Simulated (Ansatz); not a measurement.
`[CH3][Al]([F])[CH2]F` and `[CH3][Al]([F])[O][GeH3]` differ in one atom or group.

Ansatz, PBE0-D4/def2-TZVP geometries, multiplicity 1. Each molecule was computed in one conformer, which needn't be the lowest.

Scalar relativity is left out up to krypton.

```
                                          property  `[CH3][Al]([F])[CH2]F`
    size of the dipole moment (PBE/def2-TZVPP) / D                    0.41
               HOMO–LUMO gap (PBE/def2-TZVPP) / eV                    5.06
             HOMO–LUMO gap (B3LYP/def2-TZVPP) / eV                    6.80
                 LUMO energy (PBE/def2-TZVPP) / eV                   -1.36
size of the dipole moment (ωB97M-V/def2-TZVPP) / D                    0.37
  size of the dipole moment (B3LYP/def2-TZVPP) / D                    0.36
```

(1) Give the same properties after the change, and the shifts. (Estimate.)

Answers

(1) The calculation gave: 
```json
{"property": "size of the dipole moment (PBE/def2-TZVPP) / D", "`[CH3][Al]([F])[O][GeH3]`": "1.26", "shift": "0.85"}
{"property": "HOMO–LUMO gap (PBE/def2-TZVPP) / eV", "`[CH3][Al]([F])[O][GeH3]`": "5.95", "shift": "0.89"}
{"property": "HOMO–LUMO gap (B3LYP/def2-TZVPP) / eV", "`[CH3][Al]([F])[O][GeH3]`": "7.75", "shift": "0.95"}
{"property": "LUMO energy (PBE/def2-TZVPP) / eV", "`[CH3][Al]([F])[O][GeH3]`": "-1.27", "shift": "0.09"}
{"property": "size of the dipole moment (ωB97M-V/def2-TZVPP) / D", "`[CH3][Al]([F])[O][GeH3]`": "1.25", "shift": "0.88"}
{"property": "size of the dipole moment (B3LYP/def2-TZVPP) / D", "`[CH3][Al]([F])[O][GeH3]`": "1.27", "shift": "0.91"}
```

With PBE0 the HOMO falls by 0.85 eV and the LUMO rises by 0.15 eV, so the gap widens by about 1.00 eV. PBE moves the HOMO by -0.79 eV and ωB97M-V by -0.91 eV. Dipoles are sizes alone; their direction can turn.

B3LYP here is the variant with VWN-RPA as its local correlation; programs differ in this.
